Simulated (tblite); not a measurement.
C5H8B2S.
Bonds: B1–C2, C2–B3, C2–C4, C4–C5 (aromatic), C5–C6 (aromatic), C6–C7 (aromatic), C7–S8 (aromatic), C4–S8 (aromatic). Hydrogens: H9, H10 on B1; H11 on C2; H12, H13 on B3; H14 on C5; H15 on C6; H16 on C7.

Computed with GFN2-xTB (tblite), gas phase: L-BFGS steps from a force-field or distance-geometry start until the largest atomic force falls under 0.01 eV/Å.

At the end of the run (lengths in Å): C4–S8 1.750, C2–B3 1.536, C7–S8 1.714, C6–C7 1.361, C4–C5 1.381, C2–C4 1.491, B3–H12 1.170, B1–C2–C4 75.3°, B3–C2–C4 121.4°, B1–C2–B3 114.3°, C4–S8–C7 91.7°, B1–C2–C4–C5 80°, H11–C2–B1–H9 -14°, H12–B3–C2–B1 106°.

**Question.** These geometries were met on the way; a selection of coordinates is given. Order them by energy above the end point, lowest first.
A. C4–S8 1.731, C2–B3 1.581, C7–S8 1.720, C6–C7 1.350, C4–C5 1.355, C2–C4 1.519, B3–H12 1.179, B1–C2–C4 107.6°, B3–C2–C4 111.0°, B1–C2–B3 109.7°, C4–S8–C7 93.3°, B1–C2–C4–C5 60°, H11–C2–B1–H9 -38°, H12–B3–C2–B1 83°
B. C4–S8 1.735, C2–B3 1.556, C7–S8 1.719, C6–C7 1.357, C4–C5 1.364, C2–C4 1.499, B3–H12 1.169, B1–C2–C4 97.7°, B3–C2–C4 116.0°, B1–C2–B3 108.8°, C4–S8–C7 91.5°, B1–C2–C4–C5 66°, H11–C2–B1–H9 -19°, H12–B3–C2–B1 94°
C. C4–S8 1.754, C2–B3 1.552, C7–S8 1.719, C6–C7 1.356, C4–C5 1.372, C2–C4 1.504, B3–H12 1.174, B1–C2–C4 83.6°, B3–C2–C4 119.9°, B1–C2–B3 119.1°, C4–S8–C7 91.7°, B1–C2–C4–C5 74°, H11–C2–B1–H9 -13°, H12–B3–C2–B1 94°
D. C4–S8 1.771, C2–B3 1.559, C7–S8 1.747, C6–C7 1.350, C4–C5 1.360, C2–C4 1.510, B3–H12 1.159, B1–C2–C4 103.4°, B3–C2–C4 113.9°, B1–C2–B3 108.5°, C4–S8–C7 91.3°, B1–C2–C4–C5 63°, H11–C2–B1–H9 -29°, H12–B3–C2–B1 91°
E. C4–S8 1.680, C2–B3 1.590, C7–S8 1.674, C6–C7 1.394, C4–C5 1.411, C2–C4 1.506, B3–H12 1.194, B1–C2–C4 110.3°, B3–C2–C4 110.5°, B1–C2–B3 110.3°, C4–S8–C7 96.9°, B1–C2–C4–C5 60°, H11–C2–B1–H9 -41°, H12–B3–C2–B1 80°

**Answer.** C (0.087 eV), B (0.150 eV), D (0.243 eV), A (0.404 eV), E (0.665 eV).

| step | E above end (eV) | rms distance from the end, all atoms (Å) | largest force (eV/Å) | rms shift of all bonds from the end (Å) |
| --- | --- | --- | --- | --- |
| 29 | 0.087 | 0.230 | 0.215 | 0.008 |
| 16 | 0.150 | 0.369 | 0.107 | 0.009 |
| 3 | 0.243 | 0.404 | 0.712 | 0.015 |
| 1 | 0.404 | 0.410 | 1.226 | 0.017 |
| 0 | 0.665 | 0.413 | 2.692 | 0.029 |

Rows stand in the order of the answer.
